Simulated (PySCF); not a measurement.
# NMR data sheet: C7H9NOSi

| Item | Value |
| --- | --- |
| Formula | C7H9NOSi |
| SMILES | N#C/C=C\C1=CC[SiH2]CO1 |
| Point group of the computed structure | C1 |
| Degrees of unsaturation | 5 |
| Carbon signals | 7 |
| Proton signals | 6 |

Numbering as in the mapped SMILES `[N:1]#[C:2]/[CH:3]=[CH:4]\[C:5]1=[CH:6][CH2:7][SiH2:8][CH2:9][O:10]1`. Each H is labelled by its parent atom.

All values are calculated (PySCF 2.14): geometry from GFN2-xTB, PBE0/pcSseg-1 with gauge-including orbitals. Rapidly exchanging positions averaged, relativity neglected, isolated molecule, one conformer.

Shifts are taken against calculated references (same method and geometry level): TMS for $^{1}$H (31.72 ppm), $^{13}$C (186.93 ppm), $^{29}$Si (349.16 ppm); $^{15}$N (267.73 ppm) vs NH3; $^{17}$O (336.08 ppm) vs H2O.

| carbon | δC, type | δH (multiplicity) | HMBC from (2–3 bonds) | span of the C tensor (ppm) |
| --- | --- | --- | --- | --- |
| C2 | 122.2, C | – | H(C4), H(C3) | 348 |
| C3 | 101.3, CH | 5.17 (d) | H(C4) | 176 |
| C4 | 153.3, CH | 6.39 (d) | H(C6), H(C3) | 226 |
| C5 | 160.7, C | – | H(C4), H(C6), H(C3), H(C9), H(C7) | 182 |
| C6 | 115.9, CH | 5.32 (t) | H(C4), H(Si8), H(C7) | 166 |
| C7 | 7.1, CH2 | 1.76 (m) | H(C6), H(C9), H(Si8) | 36 |
| C9 | 54.9, CH2 | 4.34 (m) | H(Si8), H(C7) | 84 |

Other nuclei:
```json
{"atoms": "H(Si8)", "nucleus": "$^{1}$H", "environment": "hydrogen on a silicon bonded to 2 C, in a 6-membered ring", "δ (ppm)": "4.14", "σ (ppm)": "27.58"}
{"atoms": "Si8", "nucleus": "$^{29}$Si", "environment": "silicon bonded to 2 C, 2 H, in a 6-membered ring", "δ (ppm)": "-65.5", "σ (ppm)": "414.7"}
{"atoms": "N1", "nucleus": "$^{15}$N", "environment": "nitrile nitrogen", "δ (ppm)": "330.7", "σ (ppm)": "-62.9"}
{"atoms": "O10", "nucleus": "$^{17}$O", "environment": "ether oxygen", "δ (ppm)": "100.0", "σ (ppm)": "236.1"}
```

1. Carbon types of the structure: 2 × C, 3 × CH, 2 × CH2, leaving 2 H on heteroatoms.
2. δC 160.7: alkene carbon bearing oxygen; an sp2 carbon further deshielded by the attached heteroatom.
3. δC 153.3, 101.3: alkene CH; an sp2 carbon of a C=C bond.
4. δC 122.2: nitrile carbon; typical of a nitrile.
5. δC 115.9: β carbon of an enol-ether or enamine type C=C.
6. δH 5.32: hydrogen on a β carbon of an enol-ether or enamine type C=C; attached to an sp2 carbon and in the plane of the double bond.

Shifts are as computed. Against solution values, carbons near 30 ppm lie about +3 ppm off and those near 130 ppm about +5 ppm. Of 1211 compounds with measured shifts, 218 miss one by over three times the rms of a fit or turn the order of signals round; such compounds aren't used in these exercises. Experimental scales use liquid or dissolved standards, which lie at an offset from isolated NH3 (liquid NH3: subtract about 20 ppm) and H2O (liquid H2O: subtract about 36 ppm). Unscaled 15N shifts of sp2 nitrogen come out 20 to 40 ppm too high even then. No couplings were computed; multiplicities are counted from neighbouring protons, with m where these are inequivalent, close in shift, in a saturated or five-membered ring or joined by F or P, and br s for small geminal =CH2 splittings.
